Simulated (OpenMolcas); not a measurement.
Au5+ among 3 point charges of -1 e arranged as a planar triangle (D3h).

```yaml
Program: OpenMolcas 26.06
Method: "SS-CASPT2, IPEA 0.25 Eh, imaginary shift 0.1 Eh (closed shells correlated: 4f 5s 5p)"
Basis: ANO-RCC-VDZP [7s6p4d2f]
Scalar_Hamiltonian: DKH2, point nucleus
Active_space: 6 electrons in 5 orbitals (5d)
State_averaging: 2S+1 = 5 even, 5 roots; 2S+1 = 3 even, 45 roots; 2S+1 = 1 even, 50 roots
Spin-orbit_coupling: state interaction with AMFI integrals over the reference wave functions
```

All point charges move together. At R = 1.92 Å the first state of the same spin is 950 cm-1, and at R = 2.17 Å it is 760 cm-1.

Q: A third run gives 840 cm-1. What distance was it run at?

A: With a power law R^-n the two known points give n = -ln(760 / 950) / ln(2.17 / 1.92) = 1.82. Then R = 1.92 × (950 / 840)^(1/1.82) = 2.054 Å. The run was at 2.06 Å, so the estimate is off by -0.006 Å.

Roots that are degenerate in the reference are averaged as groups; the widest CASPT2 spread within a group is 180 cm-1 (the 3-fold group of multiplicity 1 near 34500 cm-1 above the lowest state of its run, R = 2.06). Shifts and gaps below about the spread of the groups concerned are not significant. Point charges give a weaker field than real ligands, and real ions of this kind are as a rule low spin; the high spin found here belongs to the model. Free-ion shares, where given, are those of the reference states; single-state CASPT2 does not remix them. Spin-orbit coupling mixes the spin-free states strongly: the lowest level takes only 44 % from its leading state, 5A1 (figures for R = 1.92; the like holds for R = 2.06, R = 2.17). Point charges carry no covalency, so the field is a model and not that of real ligands. An unlabelled pair can be two single states that coincide in this model. No measured value stands beside these numbers.
